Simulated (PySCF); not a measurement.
Correlation energy of Ge²⁺ (germanium, charge +2)

[Ar] 3d10 4s2, closed-shell 1S. Calculation: PySCF 2.14, in x2c-SVPall; the spin-free X2C one-electron Hamiltonian (Gaussian nucleus). Frozen: [Ar] 3d10; 2 electrons correlated.

Total MP2 correlation energy: -26.38 mhartree.

Same-spin part 0.00 and opposite-spin part -26.38 mhartree; SCS-MP2 scales them by 1/3 and 6/5 to -31.65 mhartree.

With two correlated electrons CCSD is exact within the correlated space (frozen core and kept virtual orbitals).

```json
{"level": "CCSD", "correlation energy (mhartree)": "-38.38"}
```

Diagnostics: T1 = 0.0042, D1 = 0.0059, largest double amplitude 0.102.

**Question.** Is a single reference adequate?

**Answer.** Mostly. T1 lies below 0.03, but a double amplitude of this size points to a near-degeneracy that CCSD handles and MP2 describes poorly.
